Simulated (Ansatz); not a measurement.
(1) Predict a relaxed structure of the cluster In₂PF₃, charge 0, singlet, at r2SCAN-D4/def2-SVP (Ansatz).

Answers

(1) 
Cartesian coordinates in Å:
```
In -0.244 0.738 1.364
In 0.708 -0.423 -1.336
P 1.759 1.204 0.102
F -1.011 -0.698 -0.056
F 0.378 -1.613 -2.831
F -1.591 0.791 2.757
```
Point group C2v (tolerance 0.1 Å). This is one stationary point.

In the def2 sets In takes a core potential; there is no spin–orbit coupling. The structure comes from a short search, and lower isomers may exist.
